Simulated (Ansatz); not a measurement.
C$_{4}$H$_{10}$SZn, SMILES `C[S][Zn][CH](C)C` at its PBE0-D4/def2-TZVP geometry, where that method's forces vanish. Total charge 0; spin multiplicity 1.

```tsv
atom	x (Å)	y (Å)	z (Å)
C1	-0.0498	3.4078	-0.8486
S2	-0.9667	2.8596	0.6304
Zn3	-0.5162	0.7291	0.6874
C4	-0.1231	-1.1927	0.7695
C5	-1.0543	-2.0144	-0.1159
C6	1.3396	-1.4924	0.4558
H7	-0.4130	2.9218	-1.7535
H8	-0.2218	4.4800	-0.9428
H9	1.0219	3.2406	-0.7462
H10	-0.3107	-1.4717	1.8141
H11	-0.9324	-1.7668	-1.1749
H12	-2.1082	-1.8670	0.1339
H13	-0.8417	-3.0871	-0.0155
H14	2.0279	-0.9660	1.1223
H15	1.5473	-2.5662	0.5544
H16	1.6011	-1.2149	-0.5702
```

(1) For each bond, give half the difference of the two atoms' forces along it (eV/Å; positive pushes the atoms apart) under PBE-D4, r2SCAN-D4, B3LYP-D4, ωB97M-V in def2-TZVPP. (Estimate.)

Results:

(1) Ansatz gave: 
| bond | length (Å) | PBE-D4 | r2SCAN-D4 | B3LYP-D4 | ωB97M-V |
| --- | --- | --- | --- | --- | --- |
| C1–S2 | 1.824 | 0.17 | 0.21 | 0.30 | 0.15 |
| C1–H7 | 1.089 | 0.09 | -0.05 | -0.09 | -0.08 |
| C1–H8 | 1.090 | 0.12 | -0.04 | -0.09 | -0.08 |
| C1–H9 | 1.089 | 0.09 | -0.05 | -0.09 | -0.08 |
| S2–Zn3 | 2.178 | 0.03 | -0.07 | 0.06 | -0.04 |
| Zn3–C4 | 1.963 | -0.03 | -0.07 | 0.03 | -0.10 |
| C4–C5 | 1.525 | 0.01 | 0.12 | 0.15 | 0.20 |
| C4–H10 | 1.097 | 0.11 | -0.03 | -0.14 | -0.12 |
| C5–H11 | 1.094 | 0.10 | -0.04 | -0.07 | -0.07 |
| C5–H12 | 1.093 | 0.08 | -0.05 | -0.08 | -0.07 |
| C5–H13 | 1.098 | 0.14 | -0.01 | -0.06 | -0.11 |
| C6–H14 | 1.093 | 0.08 | -0.05 | -0.08 | -0.07 |
| C6–H15 | 1.098 | 0.14 | -0.01 | -0.06 | -0.11 |
| C6–H16 | 1.095 | 0.10 | -0.04 | -0.07 | -0.07 |

B3LYP here is the variant with VWN-RPA as its local correlation; programs differ in this.
